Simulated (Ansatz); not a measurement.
`O[SiH2]O[SiH](F)F` + `C=N` → `C=N[SiH](F)F` + `O[SiH2]O`  (ligand exchange at the Si–O bond)

Isolated molecules relaxed with PBE0-D4/def2-TZVP in Ansatz; ΔE leaves out vibrations. CCSD(T)/CBS adds triple-zeta CCSD(T) − MP2 to the extrapolated MP2 energy (def2 sets, frozen cores). This one scheme is used for every species. Functionals use def2-TZVPP. B3LYP here is the variant with VWN-RPA as its local correlation; programs differ in this. One conformer a species, not always the lowest.

```
             level  ΔE (kJ/mol)  difference from CCSD(T)/CBS
            PBE-D4         73.4                        -11.9
         r2SCAN-D4         81.4                         -3.9
           PBE0-D4         78.5                         -6.8
          B3LYP-D4         83.1                         -2.2
           ωB97X-V         81.6                         -3.7
           ωB97M-V         81.3                         -4.0
            B2PLYP         83.1                         -2.2
               PBE         72.3                        -13.0
            r2SCAN         80.8                         -4.5
              PBE0         77.3                         -8.0
             B3LYP         81.4                         -3.9
     HF/def2-TZVPP         93.6                          8.3
    MP2/def2-TZVPP         83.3                         -2.0
SCS-MP2/def2-TZVPP         86.1                          0.8
   CCSD/def2-TZVPP         88.4                          3.1
CCSD(T)/def2-TZVPP         86.3                          1.0
     HF/def2-QZVPP         95.5                         10.2
    MP2/def2-QZVPP         83.4                         -1.9
SCS-MP2/def2-QZVPP         86.1                          0.8
      HF/CBS(def2)         95.8                         10.5
     MP2/CBS(def2)         82.3                         -3.0
    CCSD/CBS(def2)         87.3                          2.0
       CCSD(T)/CBS         85.3                            0
```

Largest T1 diagnostic among the species: 0.013.

From PBE to PBE0 (25 % exact exchange), in def2-TZVPP and without D4, ΔE moves by +5.0 kJ/mol. In def2-TZVPP, CCSD(T) changes the Hartree–Fock value by −7.3 kJ/mol (the triples alone add −2.0 kJ/mol) and MP2 by −10.3 kJ/mol.
